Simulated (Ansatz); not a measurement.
```yaml
crystal:
  periodic: [false, false, false]
  atoms:
    - {symbol: C, position_ang: [-1.772709, -0.623488, 0.860838]}
    - {symbol: C, position_ang: [-0.704322, -0.164872, 0.444259]}
    - {symbol: C, position_ang: [0.980050, -0.462994, 0.392250]}
    - {symbol: C, position_ang: [1.552217, 0.231819, -0.730448]}
    - {symbol: O, position_ang: [0.506229, 1.388895, -1.218154]}
    - {symbol: C, position_ang: [-0.597386, 1.052441, -0.571939]}
    - {symbol: O, position_ang: [-1.583790, 1.862077, -0.668071]}
    - {symbol: H, position_ang: [-1.712764, -1.192208, 1.557471]}
    - {symbol: H, position_ang: [-2.629607, -0.105616, 0.714730]}
    - {symbol: H, position_ang: [1.181505, -0.341536, 1.330856]}
    - {symbol: H, position_ang: [0.892597, -1.664448, 0.392288]}
    - {symbol: H, position_ang: [1.413101, -0.495938, -1.643827]}
    - {symbol: H, position_ang: [2.475934, 0.430021, -0.499154]}
basis:
  gaussian: {orbitals: def2-TZVP, final_grid: {core_spheres: 8, valence_spheres: 7, degree: 23}}
hamiltonian: {xc: {name: r2SCAN0}}
relax: {f_tol: 0.0001, max_steps: 3}
output: {forces: true}
```

```sh
$ ansatz run in.yaml --threads 4 --pin off --events-out ev --progress --plain --max-ram 11315MiB
```

Shortened log:

```
Functional definition: r2SCAN0
1466 factors; their error is unknown
mean field evaluation 1: about -9359.5864 eV, gradient 6.9e1 eV
mean field evaluation 2: about -9353.3567 eV, gradient 9.1e1 eV
mean field evaluation 4: about -9368.9033 eV, gradient 4.3e0 eV
mean field evaluation 8: about -9368.9349 eV, gradient 2.2e-1 eV
mean field evaluation 16: about -9368.9337 eV, gradient 5.5e-4 eV
mean field -9368.93366477 eV, -344.3019616891 hartree, gradient 3.6e-5 eV, S^2 0.000000; 0 other end points of the search recorded, 0 dependent functions left out
reference -9368.93367397 eV, -344.3019620271 hartree; 26, 26 occupied and 227, 227 virtual orbitals, 1466 factors
relax step   1: F+E_penalty+E_count = -9368.93366477 eV  Δ(F+E_penalty+E_count) = +0.000e0 eV  max|allowed force component| = 9.768e0 eV/Å  Δτ_max = 0.0000 Å  (33 SCF iters, accepted)
1466 factors; their error is unknown
mean field -9373.05571992 eV, -344.4534444217 hartree, gradient 2.6e-5 eV, S^2 0.000000; 0 other end points of the search recorded, 0 dependent functions left out
reference -9373.05572991 eV, -344.4534447889 hartree; 26, 26 occupied and 227, 227 virtual orbitals, 1466 factors
relax step   2: F+E_penalty+E_count = -9373.05571992 eV  Δ(F+E_penalty+E_count) = -4.122e0 eV  max|allowed force component| = 4.028e0 eV/Å  Δτ_max = 0.1933 Å  (40 SCF iters, accepted)
1466 factors; their error is unknown
mean field -9373.57859880 eV, -344.4726598662 hartree, gradient 2.6e-5 eV, S^2 0.000000; 0 other end points of the search recorded, 0 dependent functions left out
reference -9373.57860855 eV, -344.4726602246 hartree; 26, 26 occupied and 227, 227 virtual orbitals, 1466 factors
relax step   3: F+E_penalty+E_count = -9373.57859880 eV  Δ(F+E_penalty+E_count) = -5.229e-1 eV  max|allowed force component| = 1.765e0 eV/Å  Δτ_max = 0.1941 Å  (38 SCF iters, accepted)
Error: geometry relaxation did not converge after 3 steps: max|allowed force component| = 1.77e0 eV/Å (threshold 1.0e-4). Raise `relax.max_steps` over both its present limit and 3, loosen `relax.f_tol`, or start from a geometry closer to equilibrium. Where this run's directory can be resumed (`checkpoint.write`), a resume goes on for up to `relax.max_steps` more
```

Task: What is wrong with this run?

Result: The relaxation is allowed too few steps for its threshold. The calculation stopped without meeting its thresholds.
